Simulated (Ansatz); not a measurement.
Total energies of BH$_{6}$NOSi (`BO[SiH2]N`).

Cartesian coordinates in Å:
```
B -0.768 -0.165 -1.895
O -0.818 -0.342 -0.564
Si 0.377 -0.475 0.589
N 0.415 0.805 1.705
H 0.296 -0.079 -2.455
H -1.802 -0.094 -2.500
H 1.678 -0.514 -0.120
H 0.066 -1.719 1.326
H -0.268 0.888 2.439
H 0.825 1.695 1.474
```

The species carries charge 0 and has multiplicity 1. Geometry: relaxed with PBE0-D4/def2-TZVP. It is one conformer, not always the lowest. Basis def2-TZVPP, the Gaussian-basis code of Ansatz.

RPA on PBE orbitals: Hartree–Fock energy of these orbitals -446.57215 Eh, correlation -1.13343 Eh (frozen core).

```
             functional  energy without D4 (Eh)  D4 term (kJ/mol)
            LDA (SPW92)              -445.62970                 –
                    PBE              -447.75202             -16.3
                 revPBE              -447.98618             -51.4
                   BLYP              -448.05405             -36.1
                 r2SCAN              -447.99232              -4.0
                 B97M-V              -448.01087                 –
                   PBE0              -447.79713             -13.7
                  B3LYP              -448.14271             -26.2
                r2SCANh              -447.98365              -4.2
                r2SCAN0              -447.97151              -4.7
HSE06 (plane-wave form)              -447.78201             -12.7
                  BHLYP              -448.03357             -19.6
              CAM-B3LYP              -448.05354             -13.8
                LC-ωPBE              -447.91910                 –
                ωB97X-V              -448.01370                 –
                ωB97M-V              -448.02242                 –
                 B2PLYP              -447.87046                 –
               PBE-QIDH              -447.69645                 –
```

B3LYP takes the VWN-RPA correlation (the form of Gaussian; ORCA's B3LYP/G). HSE06 is the plane-wave form, built on full-range PBE exchange. The double hybrids freeze the cores in their second-order part.

LC-ωPBE has ω = 0.4 bohr⁻¹.
